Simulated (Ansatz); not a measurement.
Reaction (redistribution): `[OH][Ti-]1([F])([F])[O]C=CC=[O+]1` + `[CH3][Ti]([OH])([OH])[F]` → `[OH][Ti]([OH])([F])[F]` + `[CH3][Ti-]1([OH])([F])[O]C=CC=[O+]1`

Gas-phase electronic energies from Ansatz, PBE0-D4/def2-TZVP geometries. CCSD(T)/CBS is the MP2 limit (def2-TZVPP, def2-QZVPP) plus CCSD(T) − MP2 in def2-TZVPP, frozen cores. DFT in def2-TZVPP. B3LYP here is the variant with VWN-RPA as its local correlation; programs differ in this. HSE06 is defined as in plane-wave codes. For Ti outer-core shells are correlated without core-valence functions, which leaves a few kJ/mol of doubt a bond. Scalar relativity is left out up to krypton. One conformer a species, not always the lowest.

Is it downhill or uphill in electronic energy at CCSD(T)/CBS, and by how much? (An estimate is asked.)

Ansatz gave: Nearly level: ΔE = +0.8 kJ/mol.

What do these levels give: PBE-D4, revPBE-D4, r2SCANh-D4, HSE06-D4, revPBE, r2SCAN, B3LYP, SCS-MP2/def2-TZVPP, CCSD(T)/def2-TZVPP, HF/def2-QZVPP, MP2/def2-QZVPP, SCS-MP2/def2-QZVPP? (An estimate is asked.)

Computed: PBE-D4 -1.3, revPBE-D4 -2.5, r2SCANh-D4 -0.9, HSE06-D4 -1.6, revPBE -0.6, r2SCAN -0.2, B3LYP 0.0, SCS-MP2/def2-TZVPP -5.3, CCSD(T)/def2-TZVPP -2.2, HF/def2-QZVPP 2.4, MP2/def2-QZVPP -3.6, SCS-MP2/def2-QZVPP -3.6 kJ/mol.

Largest T1 diagnostic among the species: 0.023, so the coupled-cluster value is less sure than usual.

Leaving LDA and LC-ωPBE aside and taking each functional with its dispersion term where it has one, the values, not all of them listed here, spread over 2.2 kJ/mol, from revPBE-D4 to B97M-V. At CCSD(T), def2-SVP lies −8.2 kJ/mol from the extrapolated value and def2-TZVPP −3.0 kJ/mol. In def2-TZVPP, CCSD(T) changes the Hartree–Fock value by −4.6 kJ/mol (the triples alone add +0.0 kJ/mol) and MP2 by −7.8 kJ/mol.
